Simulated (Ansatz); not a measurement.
Calculation: Ansatz (a program for electronic structure) with frozen-core CCSD(T)/cc-pVTZ // B3LYP-D3(BJ)/def2-TZVP. The geometry is that of the parent before the electron was removed.

Ansatz 0.2 input:
```yaml
crystal:
  periodic: [false, false, false]
  atoms:
    - { symbol: Ga, position_ang: [0.000021, -0.000178, 0.000587] }
    - { symbol: H, position_ang: [1.569227, -0.017852, -0.006639] }
    - { symbol: H, position_ang: [-0.76873, 1.36795, 0.016508] }
    - { symbol: H, position_ang: [-0.800521, -1.349918, -0.010456] }
basis:
  gaussian: { orbitals: cc-pVTZ }
correlation:
  method: ccsd_t
total_charge: 1
magnetization:
  spin_polarized: true
  initial_magnetization: 1
```

Output:

```
Functional definition: HF
508 factors; integrals over basis functions are off by at most 1.7e-3 eV
mean field evaluation 1: about -52370.4467 eV, gradient 8.0e0 eV
mean field evaluation 2: about -52370.4464 eV, gradient 8.0e0 eV
mean field evaluation 4: about -52371.3129 eV, gradient 1.3e0 eV
mean field evaluation 8: about -52371.3551 eV, gradient 1.1e-1 eV
mean field evaluation 16: about -52371.3585 eV, gradient 3.2e-2 eV
mean field evaluation 32: about -52371.3498 eV, gradient 7.5e-2 eV
mean field evaluation 64: about -52371.3529 eV, gradient 1.7e-1 eV
mean field evaluation 96: about -52371.3519 eV, gradient 2.0e-1 eV
mean field evaluation 128: about -52371.3496 eV, gradient 4.8e-2 eV
mean field evaluation 160: about -52371.3450 eV, gradient 1.4e-4 eV
mean field -52371.36012880 eV, -1924.6119861507 hartree, gradient 1.3e-6 eV, S^2 0.839299; 8 other end points of the search recorded, 0 dependent functions left out
determinant -52371.36012880 eV, -1924.6119861507 hartree, with singles and doubles -52375.99553060 eV, -1924.7823340247 hartree
determinant -52371.35962057 eV, -1924.6119674735 hartree, with singles and doubles -52375.99500383 eV, -1924.7823146662 hartree
determinant -52371.35879385 eV, -1924.6119370921 hartree, with singles and doubles -52375.99416497 eV, -1924.7822838387 hartree
determinant -52371.34497067 eV, -1924.6114290996 hartree, with singles and doubles -52375.97970408 eV, -1924.7817524106 hartree
determinant -52371.34401232 eV, -1924.6113938808 hartree, with singles and doubles -52375.97888645 eV, -1924.7817223635 hartree
determinant -52371.34345535 eV, -1924.6113734127 hartree, with singles and doubles -52375.97838819 eV, -1924.7817040528 hartree
determinant -52371.36012880 eV, -1924.6119861507 hartree, with singles and doubles -52375.94187665 eV, -1924.7803622783 hartree
determinant -52371.35962057 eV, -1924.6119674735 hartree, with singles and doubles -52375.94136664 eV, -1924.7803435358 hartree
determinant -52371.35879385 eV, -1924.6119370921 hartree, with singles and doubles -52375.94055349 eV, -1924.7803136532 hartree
determinant -52371.34497067 eV, -1924.6114290996 hartree, with singles and doubles -52375.93292660 eV, -1924.7800333700 hartree
determinant -52371.34401232 eV, -1924.6113938808 hartree, with singles and doubles -52375.93210603 eV, -1924.7800032146 hartree
determinant -52371.34345535 eV, -1924.6113734127 hartree, with singles and doubles -52375.93159064 eV, -1924.7799842745 hartree
9 core orbitals not correlated
reference -52371.36012880 eV, -1924.6119861507 hartree; 8, 7 occupied and 68, 69 virtual orbitals, 508 factors
second order -4.01619193 eV of doubles, -0.00000000 eV of singles
cycle   1  -4.58174555 eV  change    2.3e-6 eV  update   3.9e-6
perturbative correction -0.20750811 eV, -0.0076257823 hartree
Total energy: -52376.14938246 eV, -1924.7879879762 hartree
```

Cost: around 100 core-seconds (rough).
